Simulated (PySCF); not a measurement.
CH₃BrClGa.
Numbering: `[CH3:1][Ga:2]([Cl:3])[Br:4]` (hydrogens: H5, H6, H7 on C1)

Computed with PySCF 2.14.0, PBE0-D3(BJ)/def2-SVP geometry optimisation, gas phase.

(1) List the bond lengths and angles at this level.

Answers

(1) 
```csv
bond,length (bohr),order
C1–Ga2,3.672,single
Ga2–Cl3,4.054,single
Ga2–Br4,4.319,single
"C1–H5, C1–H6, C1–H7",2.078,single
```

Bonds in one row agree within 0.02 bohr and their mean is given. Orders are formal, as drawn. A selection of angles:
```csv
angle,degrees
Ga2–C1–H5,108.7
Ga2–C1–H6,110.8
H5–C1–H6,109.2
H5–C1–H7,108.2
C1–Ga2–Cl3,122.4
C1–Ga2–Br4,123.1
Cl3–Ga2–Br4,114.4
```

The 4 heavy atoms lie in one plane (0.004 Å rms). Ga2 (gallium bonded to Br, C and Cl) is planar (angles 123.1°, 122.4° and 114.4°, sum 360.0°, 0.01 Å off the plane of its three neighbours).

Point group: near Cs, missed by 0.33 Å at most; the miss may be what the optimiser left on a soft mode. Not checked by PBE0-D3(BJ)/def2-SVP frequencies. The optimiser warned: forces and energy converged, displacements not (flat surface).
